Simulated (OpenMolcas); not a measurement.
# A ladder of methods for GaHClOF (SMILES [OH][Ga]([F])[Cl])

GaHClOF: 5 atoms, total charge 0, spin state singlet. SMILES: `[OH][Ga]([F])[Cl]`. Geometry: relaxed at PBE0-D4/def2-TZVP. This is one conformer, not always the lowest.

Each level gives the HOMO–LUMO gap (eV). The values are calculated.

| level | kind | program | value (eV) | CPU time |
| --- | --- | --- | --- | --- |
| SVWN5/def2-SVPD | LDA | OpenMolcas | 5.29 | 57 s |
| BLYP/def2-SVPD | GGA | OpenMolcas | 5.25 | 60 s |
| PBE/def2-SVPD | GGA | OpenMolcas | 5.36 | 69 s |
| M06-L/def2-SVPD | meta-GGA | OpenMolcas | 6.10 | 73 s |
| r2SCAN/def2-SVPD | meta-GGA | OpenMolcas | 6.12 | 77 s |
| B3LYP/def2-SVPD | global hybrid | OpenMolcas | 7.23 | 70 s |
| M06-2X/def2-SVPD | hybrid meta-GGA | OpenMolcas | 10.04 | 81 s |
| B2PLYP/def2-SVPD | double hybrid | OpenMolcas | 10.22 | 53 s |

All-electron rows without a relativistic Hamiltonian named are non-relativistic. The values span 5.25 to 10.22 eV. Orbital gaps aren't excitation energies, and those of double hybrids come from the SCF part alone; they tend to grow with the share of exact exchange. Times are those of the runs behind each value, whatever else they computed, on shared processors of several kinds: orders of magnitude only.
